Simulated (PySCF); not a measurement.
Ta(O)(F)2(OMe) (CH3F2O2Ta), SMILES [O]([Ta](=[O])([F])[F])C, multiplicity 1.

The structure is a stationary point at B3LYP-D3(BJ)/def2-SVP. The spin state was assumed, not searched. The structure was generated by enumeration; whether it is a known compound was not checked. The def2 effective core potentials stand for the cores of Ta; spin–orbit coupling is left out. One conformer was computed; it need not be the lowest.

All values below come from TDA-PBE0/def2-SVPD (PySCF).

Vertical excitations.  State labels are in the subgroup Cs.

Task: Estimate the UV-visible absorptions. (Estimate from the structure and the level; the computed values follow.)

Result: 
| state | symmetry | energy (eV) | λ (nm) | f | main pairs |
|---|---|---|---|---|---|
| S1 | A" | 6.55 | 189 | 0.000 | HOMO→LUMO+1 59 %, HOMO−1→LUMO 23 %, HOMO−2→LUMO 11 % |
| S2 | A" | 6.67 | 186 | 0.002 | HOMO→LUMO+1 39 %, HOMO−1→LUMO 39 %, HOMO−2→LUMO 18 % |
| S3 | A' | 6.69 | 185 | 0.002 | HOMO→LUMO 60 %, HOMO−1→LUMO+1 34 % |
| S4 | A" | 6.94 | 179 | 0.002 | HOMO−3→LUMO+1 54 %, HOMO−1→LUMO 26 %, HOMO−2→LUMO 18 % |
| S5 | A' | 6.97 | 178 | 0.001 | HOMO−3→LUMO 38 %, HOMO−2→LUMO+1 35 %, HOMO→LUMO 12 %, HOMO−1→LUMO+1 7 % |
| S6 | A" | 7.07 | 175 | 0.000 | HOMO−2→LUMO 49 %, HOMO−3→LUMO+1 38 %, HOMO−1→LUMO 10 % |
| S7 | A' | 7.17 | 173 | 0.025 | HOMO−3→LUMO 46 %, HOMO−1→LUMO+1 16 %, HOMO−2→LUMO+1 11 %, HOMO→LUMO 8 % |
| S8 | A' | 7.39 | 168 | 0.018 | HOMO−4→LUMO 60 %, HOMO−2→LUMO+1 19 %, HOMO−1→LUMO+1 13 % |
| S9 | A" | 7.56 | 164 | 0.000 | HOMO−4→LUMO+1 79 % |
| S10 | A' | 7.63 | 163 | 0.001 | HOMO→LUMO+2 89 % |
| T1 | A' | 5.96 | 208 | 0 | HOMO−3→LUMO 30 %, HOMO→LUMO 20 %, HOMO−2→LUMO+1 13 %, HOMO−3→LUMO+3 10 % |
| T2 | A" | 6.21 | 200 | 0 | HOMO→LUMO+1 40 %, HOMO−1→LUMO 24 %, HOMO−2→LUMO 18 % |
| T3 | A' | 6.27 | 198 | 0 | HOMO−1→LUMO+1 68 %, HOMO−3→LUMO 18 % |
| T4 | A' | 6.33 | 196 | 0 | HOMO→LUMO 42 %, HOMO−2→LUMO+1 39 % |
Triplets are in the Tamm–Dancoff approximation.
